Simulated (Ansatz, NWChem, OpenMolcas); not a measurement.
**Errors in the atomisation enthalpy at 298 K**

9 molecules holding an element from Na to Cl; the atomisation enthalpy at 298 K in kJ/mol, computed less measured. Shapes, held fixed at every level: PBE0-D4/def2-TZVP. Flexible molecules stand in one conformer, not always the lowest. Thermal terms are harmonic and unscaled (PBE0-D4/def2-TZVP); the spin-orbit lowering of the free atoms is taken from their spectra. Programs: Ansatz 0.2.0, NWChem 7.3.0, OpenMolcas 26.06. Measured values: Active Thermochemical Tables, CRC Handbook of Chemistry and Physics, NIST-JANAF tables.

Levels: A = HF/cc-pVDZ; B = MP2/cc-pVDZ; C = CCSD/cc-pVDZ.

```
                           molecule  from tabulated heats      A     B     C
      SiCl4 (silicon tetrachloride)                  1598   -530  -169  -279
          C2H3ClO (acetyl chloride)                  2700   -876  -154  -270
              H2SO4 (sulfuric acid)                  2445  -1484  -464  -648
C2H2Cl4 (1,1,2,2-tetrachloroethane)                  2504   -911  -171  -318
       C2H4Cl2 (1,1-dichloroethane)                  2676   -798  -175  -254
 Si(CH3)Cl3 (methyltrichlorosilane)                  2714   -748  -194  -293
           C2H6S (dimethyl sulfide)                  3056   -872  -236  -274
         C2H6S2 (1,2-ethanedithiol)                  3305  -1019  -265  -324
        C2H6S2 (dimethyl disulfide)                  3320  -1043  -294  -356
```

**Question.** Which level does best on this set, which worst, and which err to one side?

**Answer.** 
```tsv
level	kind	mean error	mean absolute error	worst case
HF/cc-pVDZ	Hartree–Fock	-920.1	920.1	H2SO4
MP2/cc-pVDZ	perturbation theory	-235.8	235.8	H2SO4
CCSD/cc-pVDZ	coupled cluster or CI	-335.1	335.1	H2SO4
```

On this set MP2/cc-pVDZ has the smallest mean absolute error and HF/cc-pVDZ the largest. HF/cc-pVDZ is too low in 9 of 9; MP2/cc-pVDZ is too low in 9 of 9; CCSD/cc-pVDZ is too low in 9 of 9. The heats of C2H2Cl4 (1,1,2,2-tetrachloroethane) come from older tables and can be uncertain by 10 kJ/mol or more. Heats of the atoms come from ATcT where it has them. The tabulated value of Si(CH3)Cl3 is in doubt (older tables, estimates, or at odds with other calculations) and kept here. Over the 8 molecules whose values aren't doubted the mean absolute errors are A 941.6; B 241.0; C 340.4. Hartree–Fock lacks correlation and underbinds. Correlated wave functions converge slowly with the basis. CCSD also lacks the triples, which bind further. The set is small.
